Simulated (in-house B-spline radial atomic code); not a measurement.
The numbers below are computed, except where a source is named.
# C6 from the polarisability at imaginary frequency: Zr4+

PBEsol linear response of the closed shell [Ar] 3d10 4s2 4p6, from a B-spline radial code for spherical atoms; scalar-relativistic (spin-free one-electron X2C), finite nucleus, no spin-orbit coupling; shells from n = 2 respond.

The dispersion coefficient of two like species is C6 = (3/π) ∫ α(iu)² du from 0 to ∞.

| u (hartree) | α(iu) (bohr³) |
| --- | --- |
| 0 | 2.993 |
| 0.335 | 2.856 |
| 0.783 | 2.378 |
| 1.34 | 1.721 |
| 2.24 | 1.012 |
| 3.35 | 0.593 |
| 5.03 | 0.3313 |
| 7.83 | 0.1758 |
| 11.2 | 0.1058 |
| 16.8 | 0.05856 |
| 28 | 0.02642 |
| 55.9 | 0.008164 |

(1) Fit one oscillator, α(iu) = α(0)/(1 + u²/ω²), through u = 2.24 and estimate C6.

(2) How does that compare with the full integral?

Results:

(1) From α(0)/α(iu) − 1 = 2.993/1.012 − 1 = 1.9575, ω = u/√1.9575 = 1.6010 hartree (43.6 eV). London's formula gives C6 = (3/4) α(0)² ω = 0.75 × 2.993² × 1.6010 = 10.76 hartree·bohr⁶, and the oscillator holds f = α(0) ω² = 7.67 electrons, of a sum of oscillator strengths of 34.6.

(2) The program's quadrature over all excitations gives C6 = 10.79, so the single oscillator is off by -0.3 %. At the last point the fit gives α = 0.00245 against 0.00816: higher excitations, and deeper shells where there are any, keep the true curve higher at large u.
